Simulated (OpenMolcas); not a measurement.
**Tm2+: moving the ligands**

Tm2+ with its 6 nearest oxide ions at 2.408 Å, on the Ca site of CaO (a = 4.8105 Å, distance in the model lattice 2.405 Å). The rest of the host is ab initio model potentials to 7.6 Å, with orthogonalisation functions on the cations behind the ligands, and point charges beyond; the distance is set by hand and nothing relaxes. Ligand basis ANO-RCC-VDZP.

```json
{
 "Program": "OpenMolcas 26.06",
 "Method": "SS-CASPT2, IPEA 0.25 Eh, imaginary shift 0.1 Eh (closed shells correlated: 5s 5p and the ligand valence shells)",
 "Basis": "ANO-RCC-VDZP [7s6p4d2f1g]",
 "Scalar Hamiltonian": "DKH2, point nucleus",
 "Active space": "13 electrons in 7 orbitals (4f)",
 "State averaging": "2S+1 = 2 odd, 7 roots",
 "Spin-orbit coupling": "state interaction with AMFI integrals over the reference wave functions"
}
```

Runs around this geometry, states (labels of O, the rotations of Oh). Energies in cm-1 above the lowest state or level, χT in cm3 K/mol; under a threefold ground state the first gap can be a small split of the lowest multiplet, not the spin-orbit step.

| R (Å) | Ground state | First state of that spin | First gap with spin-orbit (degeneracies) | Width of lowest J | χT at 300 K |
| --- | --- | --- | --- | --- | --- |
| 2.405 | 2T1 | 2T2 530 | 330 (2, 4) | 811 | 2.240 |
| 2.408 | 2T1 | 2T2 510 | 310 (2, 4) | 798 | 2.259 |
| 2.41 | 2T1 | 2T2 520 | 320 (2, 4) | 797 | 2.251 |

Taking the width of the lowest J multiplet as R^-n, n = -ln(797 / 811) / ln(2.41 / 2.405) = 8.4 between the shortest and longest distance.

Roots that are degenerate in the reference are averaged as groups; the widest CASPT2 spread within a group is 38 cm-1 (the 3-fold group of multiplicity 2 near 534 cm-1 above the lowest state of its run, R = 2.405). Shifts and gaps below about the spread of the groups concerned are not significant. Over all roots computed the reference weight is 0.67 in R = 2.405, 0.67 in R = 2.408, 0.67 in R = 2.41; a low but even weight reflects the number of correlated electrons. Splittings of an f shell from a small cluster at a set distance can be off by tens of per cent, mostly too small. No measured value stands beside these numbers; the geometry was set by hand and not optimised.
